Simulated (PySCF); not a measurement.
Vertical excitations of a molecule C3H8O2Si from TDDFT-PBE/def2-SVPD (PySCF), as energy in eV (oscillator strength): 5.49 (0.001), 6.26 (0.026), 6.51 (0.005), 6.67 (0.039), 6.80 (0.026), 7.11 (0.020), 7.18 (0.001), 7.30 (0.001), 7.54 (0.007), 7.58 (0.001). Lowest triplet (TDA): 5.01 eV. Geometry optimised at PBE0-D3(BJ)/def2-SVP. Other conformers were not sampled.

**Question.** Which molecule gave these data?
A. O[Si]1(O)CCC1
B. COCC(=O)[SiH3]
C. C[C@@H](C=O)[SiH2]O
D. C[SiH2]OC(C)=O

**Answer.** D, C[SiH2]OC(C)=O
